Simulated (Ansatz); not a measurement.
Harmonic vibrations of `[BH2][Zn][SiH2][ZnH]` by finite differences.

```yaml
crystal:
  periodic: [false, false, false]
  atoms:
    - {symbol: B, position_ang: [1.079142, 1.961052, -2.038106]}
    - {symbol: Zn, position_ang: [0.644577, 0.489491, -0.618166]}
    - {symbol: Si, position_ang: [0.120372, -1.184066, 0.997947]}
    - {symbol: Zn, position_ang: [-2.126815, -1.260726, 1.748385]}
    - {symbol: H, position_ang: [0.870970, 1.808600, -3.210298]}
    - {symbol: H, position_ang: [1.559022, 3.021644, -1.746319]}
    - {symbol: H, position_ang: [1.001029, -1.015507, 2.199323]}
    - {symbol: H, position_ang: [0.464889, -2.534479, 0.445309]}
    - {symbol: H, position_ang: [-3.613196, -1.286019, 2.221935]}
basis:
  gaussian: {orbitals: def2-TZVP}
hamiltonian: {xc: pbe0, dispersion: d4}
phonons: {temperatures: {t_min: 298.15, t_max: 900, t_step: 200}}
```

```sh
$ ansatz run in.yaml --threads 2 --pin off --events-out ev --progress --plain --max-ram 31744MiB --backend cuda --devices 0, --max-vram 18GiB
```

It prints (some lines left out):

```
Functional definition: PBE0
mean field -105455.80399919 eV, -3875.4293164588 hartree, gradient 9.6e-6 eV, S^2 0.000000; 0 other end points of the search recorded, 0 dependent functions left out
mean field -105455.80396496 eV, -3875.4293152011 hartree, gradient 2.8e-6 eV, S^2 0.000000; 0 other end points of the search recorded, 0 dependent functions left out
mean field -105455.80396575 eV, -3875.4293152302 hartree, gradient 2.3e-6 eV, S^2 0.000000; 0 other end points of the search recorded, 0 dependent functions left out
mean field -105455.80393600 eV, -3875.4293141368 hartree, gradient 1.7e-6 eV, S^2 0.000000; 0 other end points of the search recorded, 0 dependent functions left out
mean field -105455.80390221 eV, -3875.4293128949 hartree, gradient 1.8e-6 eV, S^2 0.000000; 0 other end points of the search recorded, 0 dependent functions left out
mean field -105455.80388657 eV, -3875.4293123203 hartree, gradient 1.5e-6 eV, S^2 0.000000; 0 other end points of the search recorded, 0 dependent functions left out
mean field -105455.80392840 eV, -3875.4293138575 hartree, gradient 1.3e-6 eV, S^2 0.000000; 0 other end points of the search recorded, 0 dependent functions left out
mean field -105455.80400289 eV, -3875.4293165949 hartree, gradient 1.2e-6 eV, S^2 0.000000; 0 other end points of the search recorded, 0 dependent functions left out
mean field -105455.80397619 eV, -3875.4293156137 hartree, gradient 1.4e-6 eV, S^2 0.000000; 0 other end points of the search recorded, 0 dependent functions left out
mean field -105455.80397981 eV, -3875.4293157468 hartree, gradient 2.2e-6 eV, S^2 0.000000; 0 other end points of the search recorded, 0 dependent functions left out
mean field -105455.80395693 eV, -3875.4293149061 hartree, gradient 2.7e-6 eV, S^2 0.000000; 0 other end points of the search recorded, 0 dependent functions left out
mean field -105455.80395907 eV, -3875.4293149844 hartree, gradient 1.8e-6 eV, S^2 0.000000; 0 other end points of the search recorded, 0 dependent functions left out
mean field -105455.80398006 eV, -3875.4293157561 hartree, gradient 1.7e-6 eV, S^2 0.000000; 0 other end points of the search recorded, 0 dependent functions left out
mean field -105455.80395438 eV, -3875.4293148122 hartree, gradient 1.7e-6 eV, S^2 0.000000; 0 other end points of the search recorded, 0 dependent functions left out
mean field -105455.80394339 eV, -3875.4293144082 hartree, gradient 1.9e-6 eV, S^2 0.000000; 0 other end points of the search recorded, 0 dependent functions left out
mean field -105455.80391647 eV, -3875.4293134192 hartree, gradient 9.8e-7 eV, S^2 0.000000; 0 other end points of the search recorded, 0 dependent functions left out
mean field -105455.80396124 eV, -3875.4293150642 hartree, gradient 1.2e-6 eV, S^2 0.000000; 0 other end points of the search recorded, 0 dependent functions left out
mean field -105455.80395600 eV, -3875.4293148719 hartree, gradient 1.5e-6 eV, S^2 0.000000; 0 other end points of the search recorded, 0 dependent functions left out
mean field -105455.80392526 eV, -3875.4293137420 hartree, gradient 1.3e-6 eV, S^2 0.000000; 0 other end points of the search recorded, 0 dependent functions left out
mean field -105455.80392336 eV, -3875.4293136721 hartree, gradient 1.6e-6 eV, S^2 0.000000; 0 other end points of the search recorded, 0 dependent functions left out
mean field -105455.80395968 eV, -3875.4293150070 hartree, gradient 1.4e-6 eV, S^2 0.000000; 0 other end points of the search recorded, 0 dependent functions left out
mean field -105455.80398161 eV, -3875.4293158128 hartree, gradient 2.7e-6 eV, S^2 0.000000; 0 other end points of the search recorded, 0 dependent functions left out
mean field -105455.80400096 eV, -3875.4293165242 hartree, gradient 2.9e-6 eV, S^2 0.000000; 0 other end points of the search recorded, 0 dependent functions left out
mean field -105455.80399969 eV, -3875.4293164772 hartree, gradient 7.7e-7 eV, S^2 0.000000; 0 other end points of the search recorded, 0 dependent functions left out
mean field -105455.80397225 eV, -3875.4293154688 hartree, gradient 7.7e-7 eV, S^2 0.000000; 0 other end points of the search recorded, 0 dependent functions left out
mean field -105455.80399944 eV, -3875.4293164681 hartree, gradient 1.5e-6 eV, S^2 0.000000; 0 other end points of the search recorded, 0 dependent functions left out
mean field -105455.80398775 eV, -3875.4293160386 hartree, gradient 1.3e-6 eV, S^2 0.000000; 0 other end points of the search recorded, 0 dependent functions left out
mean field -105455.80399590 eV, -3875.4293163382 hartree, gradient 9.2e-7 eV, S^2 0.000000; 0 other end points of the search recorded, 0 dependent functions left out
mean field -105455.80398545 eV, -3875.4293159541 hartree, gradient 8.3e-7 eV, S^2 0.000000; 0 other end points of the search recorded, 0 dependent functions left out
mean field -105455.80392804 eV, -3875.4293138442 hartree, gradient 1.1e-6 eV, S^2 0.000000; 0 other end points of the search recorded, 0 dependent functions left out
mean field -105455.80393372 eV, -3875.4293140530 hartree, gradient 2.3e-6 eV, S^2 0.000000; 0 other end points of the search recorded, 0 dependent functions left out
mean field -105455.80398702 eV, -3875.4293160117 hartree, gradient 1.3e-6 eV, S^2 0.000000; 0 other end points of the search recorded, 0 dependent functions left out
mean field -105455.80398382 eV, -3875.4293158943 hartree, gradient 1.8e-6 eV, S^2 0.000000; 0 other end points of the search recorded, 0 dependent functions left out
mean field -105455.80394569 eV, -3875.4293144927 hartree, gradient 7.7e-7 eV, S^2 0.000000; 0 other end points of the search recorded, 0 dependent functions left out
mean field -105455.80393950 eV, -3875.4293142656 hartree, gradient 1.3e-6 eV, S^2 0.000000; 0 other end points of the search recorded, 0 dependent functions left out
mean field -105455.80398497 eV, -3875.4293159362 hartree, gradient 7.7e-7 eV, S^2 0.000000; 0 other end points of the search recorded, 0 dependent functions left out
mean field -105455.80398919 eV, -3875.4293160914 hartree, gradient 7.5e-7 eV, S^2 0.000000; 0 other end points of the search recorded, 0 dependent functions left out
mean field -105455.80398384 eV, -3875.4293158949 hartree, gradient 1.7e-6 eV, S^2 0.000000; 0 other end points of the search recorded, 0 dependent functions left out
mean field -105455.80397360 eV, -3875.4293155185 hartree, gradient 1.9e-6 eV, S^2 0.000000; 0 other end points of the search recorded, 0 dependent functions left out
mean field -105455.80399253 eV, -3875.4293162144 hartree, gradient 2.0e-6 eV, S^2 0.000000; 0 other end points of the search recorded, 0 dependent functions left out
mean field -105455.80399513 eV, -3875.4293163097 hartree, gradient 2.9e-6 eV, S^2 0.000000; 0 other end points of the search recorded, 0 dependent functions left out
mean field -105455.80396493 eV, -3875.4293151998 hartree, gradient 2.6e-6 eV, S^2 0.000000; 0 other end points of the search recorded, 0 dependent functions left out
mean field -105455.80396403 eV, -3875.4293151670 hartree, gradient 2.0e-6 eV, S^2 0.000000; 0 other end points of the search recorded, 0 dependent functions left out
mean field -105455.80399520 eV, -3875.4293163121 hartree, gradient 1.5e-6 eV, S^2 0.000000; 0 other end points of the search recorded, 0 dependent functions left out
mean field -105455.80398974 eV, -3875.4293161116 hartree, gradient 1.9e-6 eV, S^2 0.000000; 0 other end points of the search recorded, 0 dependent functions left out
mean field -105455.80395199 eV, -3875.4293147245 hartree, gradient 2.3e-6 eV, S^2 0.000000; 0 other end points of the search recorded, 0 dependent functions left out
mean field -105455.80396081 eV, -3875.4293150486 hartree, gradient 2.7e-6 eV, S^2 0.000000; 0 other end points of the search recorded, 0 dependent functions left out
mean field -105455.80399056 eV, -3875.4293161417 hartree, gradient 2.0e-6 eV, S^2 0.000000; 0 other end points of the search recorded, 0 dependent functions left out
mean field -105455.80398586 eV, -3875.4293159691 hartree, gradient 1.9e-6 eV, S^2 0.000000; 0 other end points of the search recorded, 0 dependent functions left out
mean field -105455.80394851 eV, -3875.4293145965 hartree, gradient 2.5e-6 eV, S^2 0.000000; 0 other end points of the search recorded, 0 dependent functions left out
mean field -105455.80397967 eV, -3875.4293157415 hartree, gradient 2.0e-6 eV, S^2 0.000000; 0 other end points of the search recorded, 0 dependent functions left out
mean field -105455.80399838 eV, -3875.4293164292 hartree, gradient 1.5e-6 eV, S^2 0.000000; 0 other end points of the search recorded, 0 dependent functions left out
mean field -105455.80399617 eV, -3875.4293163480 hartree, gradient 1.6e-6 eV, S^2 0.000000; 0 other end points of the search recorded, 0 dependent functions left out
mean field -105455.80399839 eV, -3875.4293164294 hartree, gradient 1.1e-6 eV, S^2 0.000000; 0 other end points of the search recorded, 0 dependent functions left out
mean field -105455.80398938 eV, -3875.4293160985 hartree, gradient 1.8e-6 eV, S^2 0.000000; 0 other end points of the search recorded, 0 dependent functions left out
Total energy: -105455.95576320 eV, -3875.4348936834 hartree
Atom 0 at     1.079142     1.961052    -2.038106 Å, force    -0.003296    -0.001619    -0.000132 eV/Å
Atom 1 at     0.644577     0.489491    -0.618166 Å, force     0.001605     0.000736     0.000258 eV/Å
Atom 2 at     0.120372    -1.184066     0.997947 Å, force    -0.002425    -0.000155    -0.000117 eV/Å
Atom 3 at    -2.126815    -1.260726     1.748385 Å, force     0.000359    -0.001178     0.000801 eV/Å
Atom 4 at     0.870970     1.808600    -3.210298 Å, force     0.001904     0.000848    -0.000157 eV/Å
Atom 5 at     1.559022     3.021644    -1.746319 Å, force     0.000402     0.000233     0.000382 eV/Å
Atom 6 at     1.001029    -1.015507     2.199323 Å, force     0.000900     0.001030    -0.000279 eV/Å
Atom 7 at     0.464889    -2.534479     0.445309 Å, force    -0.000238    -0.000709    -0.000115 eV/Å
Atom 8 at    -3.613196    -1.286019     2.221935 Å, force     0.000788     0.000815    -0.000640 eV/Å
Dipole moment:     0.059071     0.120950    -0.121929 e Å
Vibrations: 37.75 46.07 94.29 108.36 265.80 268.31 356.26 405.62 405.99 494.38 516.20 571.40 593.83 805.40 908.65 1148.77 1836.50 2150.37 2157.39 2553.56 2632.08 cm⁻¹, zero-point energy 1.137989 eV
```

Run time 39 s (2 threads of an AMD EPYC 7R13 on a shared host and a share of an NVIDIA H100 80 GB); peak host memory 0.91 GiB.
